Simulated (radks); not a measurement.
The numbers below are computed, except where a source is named.
Problem. Species: Eu15+. Configuration: [Kr] 4d10 4f2. Code: a radial shooting solver on a logarithmic mesh with Libxc functionals. Model: Dirac Kohn-Sham, LB94 model potential, spin-unpolarised, spherical densities, finite nucleus; open shells fill j = l - 1/2 first; Fermi nuclear charge, rms radius 5.1115 fm. Some entries of the table are withheld. Estimate them.

orbital,occ.,eigenvalue (hartree),<r^2> (bohr^2),<r> (bohr)
1s1/2,2,-1794.661,0.0006773,0.02229
2s1/2,2,-305.3166,0.01058,0.09442
2p1/2,2,-290.5855,0.007684,0.07886
2p3/2,4,-266.5513,0.008921,0.08561
3s1/2,2,-77.03125,0.07068,0.2486
3p1/2,2,-70.59202,0.06588,0.2381
3p3/2,4,-65.69966,0.07288,0.2509
3d3/2,4,(1),(2),0.2227
3d5/2,6,(3),(4),0.2267
4s1/2,2,-24.49533,0.3487,0.5562
4p1/2,2,-21.98883,0.3631,0.5656
4p3/2,4,-20.84946,0.3975,0.5923
4d3/2,4,-16.67340,0.4338,0.6142
4d5/2,6,-16.45622,0.4454,0.6227
4f5/2,2,-11.43269,0.5099,0.6594
4f7/2,0,-11.39291,0.5152,0.6630

Solution. 
(1) 3d3/2 eigenvalue (hartree): -54.48062
(2) 3d3/2 <r^2> (bohr^2): 0.05834
(3) 3d5/2 eigenvalue (hartree): -53.41253
(4) 3d5/2 <r^2> (bohr^2): 0.06030
